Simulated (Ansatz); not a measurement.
Z-matrix (Å, degrees):
```
C
B 1 1.583
B 1 1.544 2 106.5
H 1 1.090 2 108.6 3 123.5
H 1 1.097 2 105.6 3 -117.8
F 2 1.328 1 119.7 3 -109.3
O 2 1.352 1 124.5 3 70.0
H 3 1.200 1 119.9 2 -78.0
H 3 1.196 1 121.7 2 98.6
H 7 0.959 2 113.7 1 -1.4
```

Total charge 0; spin multiplicity 1.

Q: List the ωB97M-V/def2-TZVPP orbital energies in eV (Ansatz 0.2.0). (Estimate.)

A: Computed: Occupied: -677.58, -526.88, -280.93, -189.86, -188.19, -36.53, -31.97, -22.93, -19.20, -17.27, -16.61, -15.62, -15.47, -15.01, -13.90, -13.13, -12.53, -11.80, -11.59. Lowest empty: 0.30, 1.86, 2.74, 2.90, 3.31, 3.68, 4.07, 4.67.
